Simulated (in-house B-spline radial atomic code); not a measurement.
**RPA and G0W0 on LC-wPBE: Be²⁺**

Configuration 1s2, mean-field start LC-wPBE. Computed with an all-electron radial atomic-structure program (B-spline basis): all electrons, scalar-relativistic (spin-free one-electron X2C), finite nucleus, each spin shell either full or empty, empty states to l = 9 with an (l + 1/2)⁻⁴ tail; G0W0 by contour deformation at full frequency.

Command:
```bash
python run_gw.py task.json out
```
Settings (radii: box in bohr, nucleus in fm):
```
Z                        4
electrons                2
configuration            1s2
hamiltonian              x2c
method                   lc_wpbe
lmax                     9
rms_radius               2.519
spin_polarised           False
box_radius               17.55
intervals                72
ion_configuration        1s1
```

Cost of the run: 2.2 s on 1 thread of Arm Neoverse N1 (shared host).

Energies (hartree):

```csv
term,value
mean-field total,-13.63071
Hartree-Fock functional on these orbitals,-13.61206
direct second order,-0.091638
second-order exchange,0.045819
SOSEX correction,0.042913
```

Problem. What is the RPA correlation energy, and what remains with SOSEX?

Solution. RPA gives -0.085826 hartree (-1.17 eV per electron); RPA + SOSEX gives -0.042913, and the second-order doubles -0.045819 hartree (no singles). SOSEX takes back 50 % of the RPA value, the self-correlation of each of the two electrons.

Quasi-particle levels (eV):

```tsv
level	occupied	mean field	Σx - vxc	Σc	QP weight	G0W0
1s	yes	-138.32	-16.07	?	?	?
2s	no	-18.737	0.66	-0.13	0.999	-18.206
```

G0W0 = mean field + (Σx - vxc) + Σc, with Σc (partial-wave tail included) taken at the quasi-particle energy.

Problem. Where does G0W0 put 1s?

Solution. At -153.64 eV, with Σc = 0.74 eV and a quasi-particle weight of 0.980. The tabulated removal energy is 153.896 eV (NIST, tabulated theory).

Problem. What does it cost to remove one electron (to 1s1) by differences of total energies, each species on its own start (correlation terms add to the Hartree-Fock functional)?

Solution. LC-wPBE 153.59 eV, Hartree-Fock functional 152.69 eV, + RPA 154.42 eV, + RPA + SOSEX 153.86 eV, + second order 153.93 eV. Tabulated: 153.896 eV (NIST, tabulated theory).
